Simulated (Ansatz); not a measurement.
Program: Ansatz. Geometries: PBE0-D4/def2-TZVP. ΔE: electronic, gas phase. CBS: MP2 limit from def2 TZ/QZ plus the TZ coupled-cluster correction, frozen cores. DFT in def2-TZVPP. HSE06 is defined as in plane-wave codes. def2 core potentials past Kr. For Br, In, Sb outer-core shells are correlated without core-valence functions, which leaves a few kJ/mol of doubt a bond. Scalar relativity is left out up to krypton. One conformer a species, not always the lowest.

Reaction (redistribution): `[F][In]([SH])[Br]` + `[OH][SbH2]` → `[F][InH][SH]` + `[OH][SbH][Br]`

| level | ΔE (kJ/mol) |
| --- | --- |
| LDA (SPW92) | 5.0 |
| HSE06-D4 | 15.9 |
| ωB97M-V | 17.3 |
| PBE-QIDH | 23.4 |
| revPBE | 10.8 |
| r2SCAN | 13.8 |
| BHLYP | 21.7 |
| HF/def2-QZVPP | 32.1 |

Problem. What does CCSD(T)/CBS give? (Best estimate.)

Solution. Computed: +19.7 kJ/mol. The listed levels differ from it by -14.7, -3.8, -2.4, 3.7, -8.9, -5.9, 2.0, 12.4 kJ/mol.

Largest T1 diagnostic among the species: 0.016.

Leaving LDA and LC-ωPBE aside and taking each functional with its dispersion term where it has one, the values, not all of them listed here, spread over 16.2 kJ/mol, from BLYP-D4 to PBE-QIDH. LDA lies −4.3 kJ/mol from PBE without D4. At CCSD(T), def2-SVP lies +18.7 kJ/mol from the extrapolated value and def2-TZVPP +7.3 kJ/mol.
